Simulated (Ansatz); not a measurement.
These are B3LYP-D3(BJ)/def2-TZVP (Ansatz, a quantum-chemistry and plane-wave program) values and carry that method's errors. No frequencies were computed at this level.

Ansatz 0.2 input:
```yaml
crystal:
  periodic: [false, false, false]
  atoms:
    - { symbol: Si, position_ang: [-1.621601, -0.060929, 0.058719] }
    - { symbol: C, position_ang: [-0.033404, 0.011208, -0.693718] }
    - { symbol: Si, position_ang: [1.619836, 0.060568, -0.09528] }
    - { symbol: H, position_ang: [-2.200147, -0.223217, 1.411216] }
    - { symbol: H, position_ang: [-2.803657, 0.022753, -0.811106] }
    - { symbol: H, position_ang: [2.712728, 0.004691, -1.07678] }
    - { symbol: H, position_ang: [2.325887, 0.18504, 1.199439] }
basis:
  gaussian: { orbitals: def2-tzvp }
hamiltonian:
  xc: b3lyp
  dispersion: d3bj
relax:
  max_steps: 150
```

Output:

```
Functional definition: B3LYP
878 factors; their error is unknown
mean field evaluation 1: about -16842.4169 eV, gradient 7.1e1 eV
mean field evaluation 2: about -16785.0032 eV, gradient 1.2e2 eV
mean field evaluation 4: about -16855.0150 eV, gradient 9.1e0 eV
mean field evaluation 8: about -16855.2842 eV, gradient 1.3e-1 eV
mean field evaluation 16: about -16855.2843 eV, gradient 3.3e-5 eV
mean field -16855.28425823 eV, -619.4202715679 hartree, gradient 3.3e-5 eV, S^2 0.000000; 0 other end points of the search recorded, 0 dependent functions left out
reference -16855.28451405 eV, -619.4202809693 hartree; 19, 19 occupied and 110, 110 virtual orbitals, 878 factors
relax step   1: F+E_penalty+E_count = -16855.57783833 eV  Δ(F+E_penalty+E_count) = +0.000e0 eV  max|allowed force component| = 1.569e0 eV/Å  Δτ_max = 0.0000 Å  (29 SCF iters, accepted)
these checks for a lower state are left out or cut short: starts, cluster_reference, orbital_swaps, neighbouring_geometries, increment
878 factors; their error is unknown
mean field -16855.50847494 eV, -619.4285113800 hartree, gradient 2.4e-5 eV, S^2 0.000000; 0 other end points of the search recorded, 0 dependent functions left out
reference -16855.50873571 eV, -619.4285209631 hartree; 19, 19 occupied and 110, 110 virtual orbitals, 878 factors
relax step   2: F+E_penalty+E_count = -16855.80700053 eV  Δ(F+E_penalty+E_count) = -2.292e-1 eV  max|allowed force component| = 8.847e-1 eV/Å  Δτ_max = 0.1948 Å  (36 SCF iters, accepted)
these checks for a lower state are left out or cut short: starts, cluster_reference, orbital_swaps, neighbouring_geometries, increment
878 factors; their error is unknown
mean field evaluation 32: about -16855.6623 eV, gradient 2.0e-5 eV
mean field -16855.66226327 eV, -619.4341629970 hartree, gradient 2.0e-5 eV, S^2 0.000000; 0 other end points of the search recorded, 0 dependent functions left out
reference -16855.66252838 eV, -619.4341727395 hartree; 19, 19 occupied and 110, 110 virtual orbitals, 878 factors
relax step   3: F+E_penalty+E_count = -16855.96345311 eV  Δ(F+E_penalty+E_count) = -1.565e-1 eV  max|allowed force component| = 6.246e-1 eV/Å  Δτ_max = 0.1956 Å  (31 SCF iters, accepted)
these checks for a lower state are left out or cut short: starts, cluster_reference, orbital_swaps, neighbouring_geometries, increment
878 factors; their error is unknown
mean field -16855.77657227 eV, -619.4383637750 hartree, gradient 6.4e-6 eV, S^2 0.000000; 0 other end points of the search recorded, 0 dependent functions left out
reference -16855.77683753 eV, -619.4383735234 hartree; 19, 19 occupied and 110, 110 virtual orbitals, 878 factors
relax step   4: F+E_penalty+E_count = -16856.07826576 eV  Δ(F+E_penalty+E_count) = -1.148e-1 eV  max|allowed force component| = 7.803e-1 eV/Å  Δτ_max = 0.1912 Å  (31 SCF iters, accepted)
these checks for a lower state are left out or cut short: starts, cluster_reference, orbital_swaps, neighbouring_geometries, increment
878 factors; their error is unknown
mean field -16855.95148264 eV, -619.4447916127 hartree, gradient 2.6e-5 eV, S^2 0.000000; 0 other end points of the search recorded, 0 dependent functions left out
reference -16855.95174427 eV, -619.4448012275 hartree; 19, 19 occupied and 110, 110 virtual orbitals, 878 factors
relax step   5: F+E_penalty+E_count = -16856.25239551 eV  Δ(F+E_penalty+E_count) = -1.741e-1 eV  max|allowed force component| = 5.629e-1 eV/Å  Δτ_max = 0.1996 Å  (29 SCF iters, accepted)
these checks for a lower state are left out or cut short: starts, cluster_reference, orbital_swaps, neighbouring_geometries, increment
878 factors; their error is unknown
mean field -16856.07798042 eV, -619.4494403205 hartree, gradient 7.5e-6 eV, S^2 0.000000; 0 other end points of the search recorded, 0 dependent functions left out
reference -16856.07824290 eV, -619.4494499663 hartree; 19, 19 occupied and 110, 110 virtual orbitals, 878 factors
relax step   6: F+E_penalty+E_count = -16856.37600195 eV  Δ(F+E_penalty+E_count) = -1.236e-1 eV  max|allowed force component| = 4.163e-1 eV/Å  Δτ_max = 0.1996 Å  (36 SCF iters, accepted)
these checks for a lower state are left out or cut short: starts, cluster_reference, orbital_swaps, neighbouring_geometries, increment
878 factors; their error is unknown
mean field -16856.14046467 eV, -619.4517365743 hartree, gradient 7.2e-6 eV, S^2 0.000000; 0 other end points of the search recorded, 0 dependent functions left out
reference -16856.14073291 eV, -619.4517464319 hartree; 19, 19 occupied and 110, 110 virtual orbitals, 878 factors
relax step   7: F+E_penalty+E_count = -16856.43494522 eV  Δ(F+E_penalty+E_count) = -5.894e-2 eV  max|allowed force component| = 3.668e-1 eV/Å  Δτ_max = 0.1957 Å  (35 SCF iters, accepted)
these checks for a lower state are left out or cut short: starts, cluster_reference, orbital_swaps, neighbouring_geometries, increment
878 factors; their error is unknown
mean field evaluation 64: about -16856.1521 eV, gradient 3.8e-1 eV
mean field -16856.20608233 eV, -619.4541479790 hartree, gradient 6.5e-6 eV, S^2 0.000000; 0 other end points of the search recorded, 0 dependent functions left out
reference -16856.20635074 eV, -619.4541578428 hartree; 19, 19 occupied and 110, 110 virtual orbitals, 878 factors
relax step   8: F+E_penalty+E_count = -16856.49884118 eV  Δ(F+E_penalty+E_count) = -6.390e-2 eV  max|allowed force component| = 1.053e-1 eV/Å  Δτ_max = 0.2000 Å  (35 SCF iters, accepted)
these checks for a lower state are left out or cut short: starts, cluster_reference, orbital_swaps, neighbouring_geometries, increment
878 factors; their error is unknown
mean field -16856.21917775 eV, -619.4546292267 hartree, gradient 1.5e-5 eV, S^2 0.000000; 0 other end points of the search recorded, 0 dependent functions left out
reference -16856.21944599 eV, -619.4546390842 hartree; 19, 19 occupied and 110, 110 virtual orbitals, 878 factors
relax step   9: F+E_penalty+E_count = -16856.51141744 eV  Δ(F+E_penalty+E_count) = -1.258e-2 eV  max|allowed force component| = 2.685e-2 eV/Å  Δτ_max = 0.1432 Å  (29 SCF iters, accepted)
these checks for a lower state are left out or cut short: starts, cluster_reference, orbital_swaps, neighbouring_geometries, increment
878 factors; their error is unknown
mean field -16856.22130676 eV, -619.4547074663 hartree, gradient 2.6e-5 eV, S^2 0.000000; 0 other end points of the search recorded, 0 dependent functions left out
reference -16856.22157499 eV, -619.4547173234 hartree; 19, 19 occupied and 110, 110 virtual orbitals, 878 factors
relax step  10: F+E_penalty+E_count = -16856.51355274 eV  Δ(F+E_penalty+E_count) = -2.135e-3 eV  max|allowed force component| = 3.935e-3 eV/Å  Δτ_max = 0.0410 Å  (29 SCF iters, accepted)
878 factors; their error is unknown
mean field evaluation 96: about -16856.2213 eV, gradient 3.7e-3 eV
mean field -16856.22130676 eV, -619.4547074663 hartree, gradient 3.1e-5 eV, S^2 0.000000; 1 other end points of the search recorded, 0 dependent functions left out
reference -16856.22157499 eV, -619.4547173234 hartree; 19, 19 occupied and 110, 110 virtual orbitals, 878 factors
Total energy: -16856.51382097 eV, -619.4654571652 hartree
Atom 0 at    -1.664523    -0.166136     0.075486 Å, force    -0.002720    -0.001166     0.001158 eV/Å
Atom 1 at    -0.000518     0.000190    -0.010712 Å, force     0.000105    -0.000097     0.003045 eV/Å
Atom 2 at     1.664315     0.166207    -0.079801 Å, force     0.002883     0.001114     0.000944 eV/Å
Atom 3 at    -2.346116    -1.122114     0.970580 Å, force     0.000744    -0.001446    -0.003935 eV/Å
Atom 4 at    -2.611354     0.624585    -0.735595 Å, force     0.003196     0.001611     0.001158 eV/Å
Atom 5 at     2.527809    -0.599233    -1.000708 Å, force    -0.003128    -0.001609     0.001431 eV/Å
Atom 6 at     2.430028     1.096615     0.773239 Å, force    -0.001080     0.001593    -0.003801 eV/Å
Dipole moment:     0.000169    -0.000065     0.003493 e Å
```

Cost: around 50 core-seconds (rough).
